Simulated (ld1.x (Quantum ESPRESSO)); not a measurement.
## Reading a pseudo-wave (lutetium)

Columns: radius, all-electron u(r) and pseudo u(r) of the 5d shell (level -4.69 eV) of lutetium in the configuration [Xe] 4f14 5d1 6s1.5 6p0; PBEsol, scalar-relativistic, TM scheme, ld1.x (Quantum ESPRESSO) 7.5.

```json
{"r (bohr)": "0.210", "all-electron": "0.0324", "pseudo": "0.0064"}
{"r (bohr)": "0.420", "all-electron": "-0.2493", "pseudo": "0.0468"}
{"r (bohr)": "0.630", "all-electron": "-0.0704", "pseudo": "0.1377"}
{"r (bohr)": "0.840", "all-electron": "0.1947", "pseudo": "0.2684"}
{"r (bohr)": "1.050", "all-electron": "0.3976", "pseudo": "0.4081"}
{"r (bohr)": "1.260", "all-electron": "0.5253", "pseudo": "0.5239"}
{"r (bohr)": "1.470", "all-electron": "0.5947", "pseudo": "0.5975"}
{"r (bohr)": "1.680", "all-electron": "0.6240", "pseudo": "0.6293"}
{"r (bohr)": "1.890", "all-electron": "0.6275", "pseudo": "0.6312"}
{"r (bohr)": "2.100", "all-electron": "0.6150", "pseudo": "0.6163"}
{"r (bohr)": "2.310", "all-electron": "0.5932", "pseudo": "0.5933"}
{"r (bohr)": "2.520", "all-electron": "0.5661", "pseudo": "0.5661"}
{"r (bohr)": "2.730", "all-electron": "0.5364", "pseudo": "0.5364"}
{"r (bohr)": "2.940", "all-electron": "0.5054", "pseudo": "0.5054"}
{"r (bohr)": "3.150", "all-electron": "0.4741", "pseudo": "0.4741"}
{"r (bohr)": "3.360", "all-electron": "0.4429", "pseudo": "0.4429"}
{"r (bohr)": "3.570", "all-electron": "0.4121", "pseudo": "0.4121"}
{"r (bohr)": "3.780", "all-electron": "0.3820", "pseudo": "0.3820"}
{"r (bohr)": "3.990", "all-electron": "0.3529", "pseudo": "0.3529"}
{"r (bohr)": "4.200", "all-electron": "0.3249", "pseudo": "0.3249"}
{"r (bohr)": "4.410", "all-electron": "0.2983", "pseudo": "0.2983"}
{"r (bohr)": "4.620", "all-electron": "0.2731", "pseudo": "0.2731"}
{"r (bohr)": "4.830", "all-electron": "0.2494", "pseudo": "0.2494"}
{"r (bohr)": "5.040", "all-electron": "0.2273", "pseudo": "0.2273"}
{"r (bohr)": "5.250", "all-electron": "0.2068", "pseudo": "0.2068"}
{"r (bohr)": "5.460", "all-electron": "0.1879", "pseudo": "0.1879"}
```

Problem. How many radial nodes do the two functions have?

Solution. The all-electron 5d function has n − l − 1 = 2; the pseudo-wave has 0, since the states of the same l below it are removed with the core.

Problem. At about which radius was the pseudo-wave matched?

Solution. 2.65 bohr. The columns agree to 0.0005 from 2.31 bohr on; several derivatives are matched, so the curves merge somewhat inside the radius.

Problem. Where does each function peak?

Solution. Outermost all-electron maximum near 1.89 bohr, pseudo maximum near 1.89 bohr (to the table’s step).

Problem. Is the pseudo-wave norm-conserving?

Solution. Yes: the TM scheme keeps the norm inside the radius equal to the all-electron one, which fixes the energy derivative of the logarithmic derivative at the level.
